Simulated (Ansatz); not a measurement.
`CB(O)B(O)O` + H₂S → `OB(O)S` + `CBO`  (cleavage of the B–B bond)

Gas-phase electronic energies from Ansatz, PBE0-D4/def2-TZVP geometries. CCSD(T)/CBS is the MP2 limit (def2-TZVPP, def2-QZVPP) plus CCSD(T) − MP2 in def2-TZVPP, frozen cores. This one scheme is used for every species. Functionals use def2-TZVPP. One conformer a species, not always the lowest.

| level | ΔE (kJ/mol) |
| --- | --- |
| PBE0-D4 | -91.3 |
| LC-ωPBE | -91.1 |
| HF/def2-SVP | -104.3 |
| CCSD/def2-SVP | -94.0 |

Task: What does CCSD(T)/CBS give? (An estimate is asked.)

Result: Computed: -89.3 kJ/mol. The listed levels differ from it by -2.0, -1.8, -15.0, -4.7 kJ/mol.

Largest T1 diagnostic among the species: 0.014.

From PBE to PBE0 (25 % exact exchange), in def2-TZVPP and without D4, ΔE moves by −4.7 kJ/mol. Leaving LDA and LC-ωPBE aside and taking each functional with its dispersion term where it has one, the values, not all of them listed here, spread over 11.4 kJ/mol, from r2SCAN0-D4 to BLYP-D4. At CCSD(T), def2-SVP lies −4.1 kJ/mol from the extrapolated value and def2-TZVPP +0.9 kJ/mol.

CCSD(T)/CBS has its own doubt, a few kJ/mol and more with outer-core shells, so smaller differences from it don't rank the levels.
